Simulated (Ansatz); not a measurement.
An input meant for SiO3H2 (charge 0, singlet; scaled by 0.92).

```yaml
crystal:
  periodic: [false, false, false]
  atoms:
    - {symbol: Si, position_ang: [-0.178621, -0.870754, 0.064387]}
    - {symbol: O, position_ang: [1.759718, 1.138559, -0.539317]}
    - {symbol: O, position_ang: [-2.549448, 0.518480, 0.765931]}
    - {symbol: O, position_ang: [0.140485, -3.505701, -0.018525]}
    - {symbol: H, position_ang: [3.265094, 0.514429, -0.992843]}
    - {symbol: H, position_ang: [-2.437245, 2.204987, 0.720384]}
basis:
  gaussian: {orbitals: STO-3G, fitting: {mean_field: cc-pVTZ-jkfit}}
hamiltonian: {xc: {name: r2SCAN0}}
```

```sh
$ ansatz run in.yaml --threads 4 --pin off --events-out ev --progress --plain --max-ram 3916MiB
```

Shortened log:

```
Functional definition: r2SCAN0
418 factors; integrals over basis functions are off by at most 9.1e-4 eV
mean field evaluation 1: about -13827.4400 eV, gradient 4.7e1 eV
mean field evaluation 2: about -13632.9727 eV, gradient 7.0e1 eV
mean field evaluation 4: about -13801.3911 eV, gradient 5.0e1 eV
mean field evaluation 8: about -13845.4677 eV, gradient 2.5e0 eV
mean field evaluation 16: about -13845.6076 eV, gradient 3.8e-1 eV
mean field evaluation 32: about -13845.6098 eV, gradient 9.4e-6 eV
mean field evaluation 64: about -13845.6079 eV, gradient 1.2e-1 eV
mean field evaluation 96: about -13845.6081 eV, gradient 3.2e-5 eV
mean field -13845.60984441 eV, -508.8167768908 hartree, gradient 6.1e-6 eV, S^2 0.000000; 4 other end points of the search recorded, 0 dependent functions left out
reference -13845.60984914 eV, -508.8167770645 hartree; 20, 20 occupied and 6, 6 virtual orbitals, 418 factors
Total energy: -13845.60984914 eV, -508.8167770645 hartree
```

(1) Something in this input is off. What?

Answers

(1) The coordinates are in bohr but typed as ångström. Self-consistency was reached. The result belongs to that input, not to the species as meant.
